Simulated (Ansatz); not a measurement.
Ansatz (a quantum-chemistry and plane-wave program) input (CCSD(T)/aug-cc-pV(D+d)Z):
A basis named .json is the Basis Set Exchange file of that set.

Ansatz 0.2 input:
```yaml
crystal:
  periodic: [false, false, false]
  atoms:
    - {symbol: Si, position_ang: [-0.02011609, -0.27959450, -0.28456747]}
    - {symbol: F, position_ang: [-0.50595615, -1.06363390, 1.04650347]}
    - {symbol: N, position_ang: [-0.99525930, 1.03488556, -0.76654242]}
    - {symbol: N, position_ang: [1.49898005, 0.37910508, 0.17371437]}
    - {symbol: H, position_ang: [-1.82600437, 0.90765839, -1.31989371]}
    - {symbol: H, position_ang: [-0.99689172, 1.90693749, -0.25623849]}
    - {symbol: H, position_ang: [2.10560996, -0.14580123, 0.78561337]}
    - {symbol: H, position_ang: [2.02647145, 0.92029915, -0.49427159]}
basis:
  gaussian:
    orbitals: aug-cc-pV_D+d_Z.json
magnetization: {spin_polarized: true, initial_magnetization: 1}
correlation: {method: ccsd_t, electrons: outside_noble_gas}
output: {forces: true}
```

End of the output:

```
cycle  11  -18.45484063 eV  change    6.2e-6 eV  update   1.6e-5
cycle  12  -18.45485212 eV  change   -1.1e-5 eV  update   6.7e-6
cycle  13  -18.45485493 eV  change   -2.8e-6 eV  update   2.5e-6
perturbative correction -0.54248258 eV, -0.0199358673 hartree
the calculation of the forces begins
Total energy: -13617.35732299 eV, -500.4286514434 hartree
Atom 0 at    -0.020116    -0.279595    -0.284567 Å, force     0.074497    -0.161529    -0.602398 eV/Å
Atom 1 at    -0.505956    -1.063634     1.046503 Å, force    -0.193612    -0.414717     0.665305 eV/Å
Atom 2 at    -0.995259     1.034886    -0.766542 Å, force     0.033257     0.151931    -0.180619 eV/Å
Atom 3 at     1.498980     0.379105     0.173714 Å, force    -0.054398     0.181389     0.179178 eV/Å
Atom 4 at    -1.826004     0.907658    -1.319894 Å, force    -0.320799    -0.049636    -0.215548 eV/Å
Atom 5 at    -0.996892     1.906937    -0.256238 Å, force     0.010163     0.302309     0.198843 eV/Å
Atom 6 at     2.105610    -0.145801     0.785613 Å, force     0.239214    -0.205287     0.212927 eV/Å
Atom 7 at     2.026471     0.920299    -0.494272 Å, force     0.211678     0.195539    -0.257689 eV/Å
Dipole moment:     0.159896     0.313267    -0.215549 e Å
```

It need not be the lowest isomer of its formula.
